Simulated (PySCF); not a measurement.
# How methods differ on the excitation energy of Hf

Hf [Xe] 4f14 5d2 6s2 (3F) → Hf [Xe] 4f14 5d3 6s1 (5F), as a difference of total energies. Computed with PySCF 2.14 in ANO-RCC-VTZP (8s7p5d3f2g1h, 104 functions), with scalar relativity by spin-free X2C-1e. Correlated levels: valence: [Xe] 4f14 frozen. The calculations carry no spin-orbit coupling.

```tsv
method	excitation energy (eV)
UHF	0.922
MP2 (valence)	1.439
SCS-MP2 (valence)	1.852
CCSD (valence)	1.643
CCSD(T) (valence)	1.698
```

How much does correlation contribute at CCSD(T) (valence)?

1.698 − (0.922) = 0.776 eV, measured against UHF.

A first-order spin-orbit estimate (lowest level to lowest level, LS coupling) adds 0.056 eV.
